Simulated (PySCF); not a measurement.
From one molecule to another.

First species: C₇H₁₀.
SMILES: `CC1=CC=C(C)C1`

Second species: C₅H₈ClN.
Geometry (GFN2-xTB, Å), atoms numbered from 1 in this order:
```
atom  x, y, z in Å
N1     2.2740    0.0083   -0.5343
C2     1.1552   -0.6335    0.1226
C3    -0.2239   -0.2163   -0.4082
C4    -1.4554   -0.7149    0.4005
C5    -1.7470    0.7366    0.6879
C6    -0.6974    1.1583   -0.0115
Cl7   -0.0424    2.6958   -0.3732
H8     2.2607   -0.1862   -1.5303
H9     2.2159    1.0144   -0.4173
H10    1.2685   -1.7157    0.0038
H11    1.2152   -0.3981    1.1888
H12   -0.2860   -0.4160   -1.4808
H13   -2.2113   -1.2275   -0.1905
H14   -1.2045   -1.3140    1.2730
H15   -2.5262    1.2166    1.2475
```

Levels: PBE0/def2-SVPD for dipole moment, HOMO energy, LUMO energy, HOMO–LUMO gap, static isotropic polarisability and electronic spatial extent ⟨r²⟩ about the centre of nuclear charge; TDDFT PBE0/def2-SVPD for lowest singlet excitation; TDA PBE0/def2-SVPD for lowest triplet excitation (Tamm–Dancoff); GFN2-xTB for rotational constant A and rotational constant C. Geometries: GFN2-xTB. Each species is one conformer at its optimised geometry, gas phase, non-relativistic unless stated. Electronic properties by PySCF.

The conformers computed, where there is a choice (atom-mapped SMILES and torsion angles):
- `[NH2:1][CH2:2][C@H:3]1[CH2:4][CH:5]=[C:6]1[Cl:7]`: N1–C2–C3–C4 -171°, H–N1–C2–C3 -58°, H–N1–C2–C3 60°

(1) Which has the higher HOMO energy?

(2) Which has the higher T1 energy?

(3) Which has the higher static isotropic polarisability?

(4) Which has the higher rotational constant A?

(5) Which has the higher ⟨r²⟩?

(6) Which has the higher rotational constant C?

(7) Which of the two has the higher HOMO–LUMO gap, and by how much?

(8) Which of the two has the higher dipole moment, and by how much?

Answers

(1) The first: -5.75 eV against -6.77 eV, a difference of 1.02 eV.

(2) The second: 4.11 eV against 2.89 eV, a difference of 1.22 eV.

(3) The first: 81.3 au against 79.9 au, a difference of 1.4 au.

(4) The first: 6.447 GHz against 2.517 GHz, a difference of 3.930 GHz.

(5) The second: 969 bohr² against 845 bohr², a difference of 124 bohr².

(6) The first: 1.505 GHz against 1.211 GHz, a difference of 0.294 GHz.

(7) The second: 6.70 eV against 5.46 eV, a difference of 1.24 eV.

(8) The second: 1.96 D against 0.74 D, a difference of 1.22 D.

On the first: S1 lies 0.73 eV below the HOMO–LUMO gap; its leading configuration is HOMO→LUMO, weight 0.99. Point group C2v permits a dipole; with 0.74 D the species has a pure rotational spectrum.

On the second: The vertical singlet–triplet gap S1 − T1 is 1.60 eV (TDDFT singlet less Tamm–Dancoff triplet; S1: HOMO→LUMO, weight 0.91; T1: HOMO−1→LUMO, weight 0.57, beside HOMO→LUMO, weight 0.36). A dipole of 1.96 D is allowed in C1, and pure rotational transitions are dipole-allowed.
